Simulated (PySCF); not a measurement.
**Partial charges of `C[C@H]1CCCNN1C`**

Species: C6H14N2.
Atom-mapped SMILES: `[CH3:1][C@H:2]1[CH2:3][CH2:4][CH2:5][NH:6][N:7]1[CH3:8]` (hydrogens: H9, H10, H11 on C1; H12 on C2; H13, H14 on C3; H15, H16 on C4; H17, H18 on C5; H19 on N6; H20, H21, H22 on C8)

Structure used (GFN2-xTB), in Å, numbered top down from 1:
```
atom  x, y, z in Å
C1    -2.0460    0.2120   -0.8050
C2    -0.7962   -0.1581   -0.0126
C3    -0.0974   -1.3509   -0.6806
C4     1.1936   -1.7157    0.0471
C5     2.0414   -0.4484    0.1777
N6     1.3003    0.6235    0.8085
N7     0.1560    0.9524    0.0364
C8    -0.3935    2.1884    0.5485
H9    -2.6349   -0.6828   -0.9946
H10   -2.6681    0.9185   -0.2624
H11   -1.7590    0.6498   -1.7576
H12   -1.0962   -0.4493    1.0179
H13    0.1373   -1.0729   -1.7098
H14   -0.7777   -2.2047   -0.7003
H15    1.7358   -2.4896   -0.4976
H16    0.9611   -2.1014    1.0447
H17    2.3349   -0.0927   -0.8127
H18    2.9404   -0.6303    0.7709
H19    1.0193    0.3243    1.7536
H20   -0.9073    2.0578    1.5145
H21    0.4345    2.8806    0.6856
H22   -1.0890    2.6090   -0.1730
```

Density: PBE0/pcSseg-1 (PySCF); schemes: Mulliken, IAO, Hirshfeld and ESP-fitted. Isolated species at its GFN2-xTB geometry (one conformer only).

Question: Atoms with like bonding are taken together and averaged. Which atoms carry the lowest charge in the Mulliken, IAO, Hirshfeld and ESP-fitted schemes?

Answer: The schemes don't all agree: Mulliken N7 (-0.442); IAO C1 (-0.424); Hirshfeld N6 (-0.123); ESP-fitted C1 (-0.625).

Question: Do the Mulliken, IAO, Hirshfeld and ESP-fitted schemes agree on where the charge is highest?

Answer: The schemes don't all agree: Mulliken H19 (+0.153); IAO H19 (+0.202); Hirshfeld H19 (+0.089); ESP-fitted C2 (+0.340).

Question: For which atoms does the sign change between the 4 schemes (beyond +0.03 e in one, beyond −0.03 e in another)?

Answer: C2.

Question: Give the atomic charges in each scheme.

Answer: In e; atoms taken as equivalent share a row and are averaged (×n: the atom named and its like, n in all):

```tsv
atom	environment	Mulliken	IAO	Hirshfeld	ESP-fitted
C1	methyl carbon	-0.211	-0.424	-0.121	-0.625
C2	sp3 carbon bound to nitrogen	-0.141	-0.007	+0.012	+0.340
C3	ring CH2 carbon	-0.161	-0.259	-0.076	-0.198
C4	ring CH2 carbon	-0.238	-0.276	-0.080	-0.120
C5	sp3 carbon bound to nitrogen	+0.007	-0.152	-0.035	-0.033
N6	hydrazine nitrogen	-0.324	-0.323	-0.123	-0.566
N7	hydrazine nitrogen	-0.442	-0.174	-0.052	-0.114
C8	N-methyl carbon	-0.070	-0.307	-0.082	-0.438
H9/H10/H11	methyl hydrogen	+0.118	+0.142	+0.041	+0.162
H12	methine hydrogen	+0.075	+0.086	+0.015	+0.009
H13	methylene hydrogen	+0.113	+0.133	+0.035	+0.086
H14	methylene hydrogen	+0.118	+0.130	+0.037	+0.070
H15	methylene hydrogen	+0.117	+0.134	+0.040	+0.058
H16	methylene hydrogen	+0.102	+0.122	+0.030	+0.051
H17	methylene hydrogen	+0.116	+0.144	+0.037	+0.108
H18	methylene hydrogen	+0.114	+0.139	+0.042	+0.086
H19	N–H hydrogen	+0.153	+0.202	+0.089	+0.331
H20/H21/H22	methyl hydrogen	+0.106	+0.135	+0.036	+0.156
```

Mean size of the charges over all atoms: ESP-fitted 0.190 e, IAO 0.175 e, Mulliken 0.144 e, Hirshfeld 0.052 e. Each set sums to the total charge, 0, to within 0.001 e. The Mulliken scheme counts on each atom the diagonal of the density matrix times the overlap matrix over that atom's basis functions.

Some averages cover members that differ in this geometry: H20/H21/H22, ESP-fitted +0.117 to +0.181; H20/H21/H22, IAO +0.099 to +0.162; H20/H21/H22, Mulliken +0.071 to +0.125 e.

Question: Sum the charges by element.

Answer: 
| element | atoms | Mulliken | IAO | Hirshfeld | ESP-fitted |
| --- | --- | --- | --- | --- | --- |
| C | 6 | -0.813 | -1.425 | -0.381 | -1.074 |
| N | 2 | -0.766 | -0.497 | -0.175 | -0.679 |
| H | 14 | +1.579 | +1.922 | +0.557 | +1.753 |

Question: How closely do the schemes follow one another over all atoms?

Answer: Correlation coefficient and root-mean-square difference: IAO with Hirshfeld 0.99, 0.138 e; Hirshfeld with ESP-fitted 0.91, 0.198 e; IAO with ESP-fitted 0.88, 0.122 e; Mulliken with Hirshfeld 0.85, 0.123 e; Mulliken with IAO 0.85, 0.104 e; Mulliken with ESP-fitted 0.66, 0.188 e.
